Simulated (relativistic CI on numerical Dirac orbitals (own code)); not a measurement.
## Hf⁵¹⁺: computed level list

These numbers are calculated, not measured: Dirac-Coulomb-Breit CI, orbitals from a KLI potential per configuration, model QED (radiative potential, 1s self-energy scaled to tabulated hydrogen-like ionisation energies), unscaled Slater integrals (own radial code, finite nucleus).

CI space (outside the closed core [Ne]): 3s²3p⁶3d³, 3s²3p⁵3d⁴, 3s3p⁶3d⁴, 3s²3p⁶3d²4s, 3s²3p⁶3d²4p, 3s²3p⁶3d²4d, 3s²3p⁵3d³4s, 3s²3p⁶3d²4f, 3s²3p⁵3d³4p, 3s3p⁶3d³4s, 3p⁶3d⁴4p, 3s3p⁶3d³4p, 3s²3p⁶3d4s4p, 3s²3p⁶3d²5s, 3s3p⁶3d³4d, 3s²3p⁶3d²5p, 3s²3p⁶3d4p4d, 3s²3p⁶3d²5f, 3s3p⁶3d²4s4p, 3p⁶3d⁵, 3p⁵3d⁶, 3p⁵3d⁵4s, 3p⁶3d⁴4s, 3p⁵3d⁴4s², 3s²3p⁶3d4s², 3s²3p⁶4s²4p, 3s²3p⁶4s²4d, 3s²3p⁶3d4p², 3s²3p⁶4s4p², 3s²3p⁶4p³, 3s²3p⁶4p²4d, 3s²3p⁵3d4s4p². Double excitations out of closed p, d and f shells are left out; levels of such configurations are missing from the list, as are those of other unlisted configurations, and high levels can miss mixing partners. These lack a partner that the ground configuration has and come out too high: 3s²3p⁵3d³4p.

The lowest level is 3s²3p⁶3d³ ⁴F3/2, with 45 % of that term; Hund's rules for 3s²3p⁶3d³ give ⁴F with J = 3/2, in agreement.

```csv
No.,Configuration,Term,J,E (Ry),%,Next component (%),Lifetime (s),jj configuration (%)
1,3s²3p⁶3d³,⁴F,3/2,0.0000,45,39 ²D,,3d3/2^3 (98)
2,3s²3p⁶3d³,⁴F,5/2,4.1365,82,16 ²D,4.49e-07,3d3/2^2 3d5/2 (99)
3,3s²3p⁶3d³,⁴P,3/2,4.6153,38,32 ⁴F,5.51e-07,3d3/2^2 3d5/2 (99)
4,3s²3p⁶3d³,²G,7/2,4.8664,49,33 ⁴F,1.48e-04,3d3/2^2 3d5/2 (97)
5,3s²3p⁶3d³,²H,9/2,4.8680,46,42 ²G,,3d3/2^2 3d5/2 (99)
6,3s²3p⁶3d³,⁴P,1/2,5.0095,58,42 ²P,1.47e-06,3d3/2^2 3d5/2 (100)
7,3s²3p⁶3d³,²D,5/2,6.6924,42,35 ⁴P,3.88e-06,3d3/2^2 3d5/2 (95)
8,3s²3p⁶3d³,⁴F,7/2,8.9298,65,33 ²G,2.45e-07,3d3/2 3d5/2^2 (98)
9,3s²3p⁶3d³,⁴F,9/2,9.2540,51,41 ²H,4.18e-07,3d3/2 3d5/2^2 (98)
10,3s²3p⁶3d³,⁴P,3/2,9.6600,41,38 ²D,2.03e-07,3d3/2 3d5/2^2 (99)
11,3s²3p⁶3d³,²P,1/2,9.8771,58,42 ⁴P,3.16e-07,3d3/2 3d5/2^2 (100)
12,3s²3p⁶3d³,²H,11/2,9.9510,100,,1.04e-06,3d3/2 3d5/2^2 (100)
13,3s²3p⁶3d³,²D,5/2,10.0048,43,35 ⁴P,3.97e-07,3d3/2 3d5/2^2 (95)
14,3s²3p⁶3d³,²F,5/2,10.6156,43,40 ²D,6.26e-07,3d3/2 3d5/2^2 (98)
15,3s²3p⁶3d³,²F,7/2,10.6698,80,18 ²G,7.88e-07,3d3/2 3d5/2^2 (98)
16,3s²3p⁶3d³,²D,3/2,12.1463,76,18 ²P,3.88e-07,3d3/2 3d5/2^2 (95)
17,3s²3p⁶3d³,²G,9/2,14.0435,50,37 ⁴F,2.06e-07,3d5/2^3 (98)
18,3s²3p⁶3d³,²D,3/2,15.1150,46,39 ²P,1.95e-07,3d5/2^3 (95)
19,3s²3p⁶3d³,²D,5/2,15.8789,60,23 ²F,1.56e-07,3d5/2^3 (96)
20,3s²3p⁵3d⁴,⁴P°,3/2,20.2545,21,19 ⁴D°,1.42e-10,3p3/2^3 3d3/2^4 (95)
21,3s²3p⁵3d⁴,⁶D°,5/2,23.9084,29,25 ⁴D°,1.05e-10,3p3/2^3 3d3/2^3 3d5/2 (95)
22,3s²3p⁵3d⁴,⁴P°,1/2,24.4922,28,26 ⁶D°,4.84e-11,3p3/2^3 3d3/2^3 3d5/2 (96)
23,3s²3p⁵3d⁴,²D°,3/2,24.6359,25,23 ⁴F°,1.50e-10,3p3/2^3 3d3/2^3 3d5/2 (96)
24,3s²3p⁵3d⁴,⁴D°,7/2,24.6622,23,20 ⁶D°,9.22e-11,3p3/2^3 3d3/2^3 3d5/2 (91)
25,3s²3p⁵3d⁴,⁴F°,9/2,24.7016,29,20 ⁴G°,1.35e-10,3p3/2^3 3d3/2^3 3d5/2 (94)
26,3s²3p⁵3d⁴,⁴G°,11/2,25.0580,33,26 ²H°,1.92e-10,3p3/2^3 3d3/2^3 3d5/2 (97)
27,3s²3p⁵3d⁴,²G°,7/2,25.1701,22,20 ²F°,9.28e-11,3p3/2^3 3d3/2^3 3d5/2 (94)
28,3s²3p⁵3d⁴,⁴F°,5/2,25.5810,27,20 ²D°,7.60e-11,3p3/2^3 3d3/2^3 3d5/2 (94)
29,3s²3p⁵3d⁴,⁴D°,3/2,25.7197,23,19 ⁴P°,1.13e-10,3p3/2^3 3d3/2^3 3d5/2 (89)
30,3s²3p⁵3d⁴,⁴D°,5/2,26.0534,26,18 ⁴F°,1.36e-10,3p3/2^3 3d3/2^3 3d5/2 (91)
31,3s²3p⁵3d⁴,²G°,9/2,26.2039,29,21 ⁴F°,4.31e-10,3p3/2^3 3d3/2^3 3d5/2 (93)
32,3s²3p⁵3d⁴,⁴F°,7/2,26.4108,27,20 ²F°,2.21e-10,3p3/2^3 3d3/2^3 3d5/2 (91)
33,3s²3p⁵3d⁴,⁴D°,1/2,27.5640,41,28 ²P°,1.18e-12,3p3/2^3 3d3/2^3 3d5/2 (95)
34,3s²3p⁵3d⁴,⁴G°,5/2,28.0744,41,37 ²F°,8.10e-13,3p3/2^3 3d3/2^3 3d5/2 (91)
35,3s²3p⁵3d⁴,⁶D°,9/2,28.5134,33,16 ⁴H°,1.20e-10,3p3/2^3 3d3/2^2 3d5/2^2 (91)
36,3s²3p⁵3d⁴,⁶D°,7/2,28.5526,29,17 ²F°,4.23e-11,3p3/2^3 3d3/2^2 3d5/2^2 (88)
37,3s²3p⁵3d⁴,²D°,3/2,28.7648,34,32 ⁴F°,7.13e-13,3p3/2^3 3d3/2^3 3d5/2 (86)
38,3s²3p⁵3d⁴,⁴D°,1/2,28.9027,34,26 ⁴P°,9.17e-11,3p3/2^3 3d3/2^2 3d5/2^2 (98)
39,3s²3p⁵3d⁴,⁴F°,3/2,28.9168,25,21 ⁶D°,6.46e-12,3p3/2^3 3d3/2^2 3d5/2^2 (89)
40,3s²3p⁵3d⁴,⁶F°,11/2,28.9669,27,26 ⁴G°,1.36e-10,3p3/2^3 3d3/2^2 3d5/2^2 (96)
41,3s²3p⁵3d⁴,⁴F°,5/2,29.2266,24,19 ⁶P°,4.17e-11,3p3/2^3 3d3/2^2 3d5/2^2 (93)
42,3s²3p⁵3d⁴,⁴H°,13/2,29.3345,46,46 ⁴I°,9.31e-11,3p3/2^3 3d3/2^2 3d5/2^2 (99)
43,3s²3p⁵3d⁴,⁴F°,7/2,29.4508,22,21 ²G°,3.34e-11,3p3/2^3 3d3/2^2 3d5/2^2 (99)
44,3s²3p⁵3d⁴,⁴G°,11/2,29.5261,30,24 ²I°,1.74e-10,3p3/2^3 3d3/2^2 3d5/2^2 (97)
45,3s²3p⁵3d⁴,⁴F°,7/2,29.5641,22,18 ⁴G°,3.04e-11,3p3/2^3 3d3/2^2 3d5/2^2 (92)
46,3s²3p⁵3d⁴,⁴I°,15/2,29.5743,50,50 ²K°,3.69e-03,3p3/2^3 3d3/2^2 3d5/2^2 (99)
47,3s²3p⁵3d⁴,⁶F°,9/2,29.5941,24,22 ⁴H°,6.41e-11,3p3/2^3 3d3/2^2 3d5/2^2 (94)
48,3s²3p⁵3d⁴,⁴P°,3/2,29.7876,30,22 ⁴D°,2.95e-11,3p3/2^3 3d3/2^2 3d5/2^2 (93)
49,3s²3p⁵3d⁴,²D°,5/2,29.8058,19,17 ⁴F°,2.46e-11,3p3/2^3 3d3/2^2 3d5/2^2 (94)
50,3s²3p⁵3d⁴,²H°,9/2,29.9283,39,27 ⁴G°,3.51e-11,3p3/2^3 3d3/2^2 3d5/2^2 (97)
51,3s²3p⁵3d⁴,⁴D°,5/2,29.9315,39,22 ⁴P°,1.46e-11,3p3/2^3 3d3/2^2 3d5/2^2 (93)
52,3s²3p⁵3d⁴,⁴D°,7/2,30.2553,37,18 ⁴G°,1.26e-11,3p3/2^3 3d3/2^2 3d5/2^2 (97)
53,3s²3p⁵3d⁴,²I°,13/2,30.2579,54,32 ⁴H°,1.80e-10,3p3/2^3 3d3/2^2 3d5/2^2 (98)
54,3s²3p⁵3d⁴,²F°,5/2,30.2741,42,21 ⁴G°,1.94e-11,3p3/2^3 3d3/2^2 3d5/2^2 (94)
55,3s²3p⁵3d⁴,⁴G°,9/2,30.3696,36,30 ²G°,1.24e-11,3p3/2^3 3d3/2^2 3d5/2^2 (95)
56,3s²3p⁵3d⁴,²H°,11/2,30.4465,54,32 ⁴H°,1.08e-11,3p3/2^3 3d3/2^2 3d5/2^2 (99)
57,3s²3p⁵3d⁴,⁴F°,3/2,30.5784,38,29 ²D°,8.95e-12,3p3/2^3 3d3/2^2 3d5/2^2 (94)
58,3s²3p⁵3d⁴,⁴G°,7/2,31.1706,25,23 ²F°,2.43e-12,3p3/2^3 3d3/2^2 3d5/2^2 (95)
59,3s²3p⁵3d⁴,⁴G°,11/2,31.2369,51,24 ²H°,6.10e-12,3p3/2^3 3d3/2^2 3d5/2^2 (96)
60,3s²3p⁵3d⁴,²D°,3/2,31.3547,30,18 ⁴F°,3.90e-12,3p3/2^3 3d3/2^2 3d5/2^2 (93)
61,3s²3p⁵3d⁴,⁴D°,1/2,31.3937,55,17 ²P°,2.88e-11,3p3/2^3 3d3/2^2 3d5/2^2 (90)
62,3s²3p⁵3d⁴,²H°,9/2,31.5078,29,21 ²G°,3.18e-12,3p3/2^3 3d3/2^2 3d5/2^2 (92)
63,3s²3p⁵3d⁴,²F°,5/2,31.6237,36,20 ²D°,5.33e-12,3p3/2^3 3d3/2^2 3d5/2^2 (93)
64,3s²3p⁵3d⁴,²P°,3/2,31.7060,24,23 ²D°,4.98e-12,3p3/2^3 3d3/2^2 3d5/2^2 (91)
65,3s²3p⁵3d⁴,⁴F°,5/2,31.8192,34,18 ²D°,4.14e-12,3p3/2^3 3d3/2^2 3d5/2^2 (94)
66,3s²3p⁵3d⁴,⁴D°,7/2,31.8694,30,24 ²G°,1.72e-11,3p3/2^3 3d3/2^2 3d5/2^2 (94)
67,3s²3p⁵3d⁴,²H°,11/2,32.1722,45,28 ²I°,2.74e-12,3p3/2^3 3d3/2^2 3d5/2^2 (95)
68,3s²3p⁵3d⁴,⁴F°,9/2,32.3578,44,25 ²G°,5.98e-12,3p3/2^3 3d3/2^2 3d5/2^2 (92)
69,3s²3p⁵3d⁴,⁴D°,3/2,32.6040,32,18 ⁴F°,8.76e-13,3p3/2^3 3d3/2^2 3d5/2^2 (93)
70,3s²3p⁵3d⁴,²G°,7/2,32.6116,26,25 ⁴F°,2.30e-12,3p3/2^3 3d3/2^2 3d5/2^2 (94)
```

Energies count from the lowest computed level; ° marks odd parity; lifetimes are radiative, by E1, M1, E2, M2, E3 decay to levels of this space only; some are left blank where a channel outside the calculation adds to the decay or the decay crosses a small, uncertain gap. Filled j subshells are mostly left out of the jj labels.

The mean weight of the leading LS term, summed over parents, in these 70 levels is 39 %, and that of the leading jj configuration (from the same eigenvectors) 95 %, so jj coupling describes them better and the LS labels are nominal.

At this charge energies of transitions that change n are usually good to better than 1 %, and those within a shell (Δn = 0) to a few per cent.

LS names give the leading component of a level, which can be under half, so a name can repeat, a term be missing and a line seem to break the LS rules.
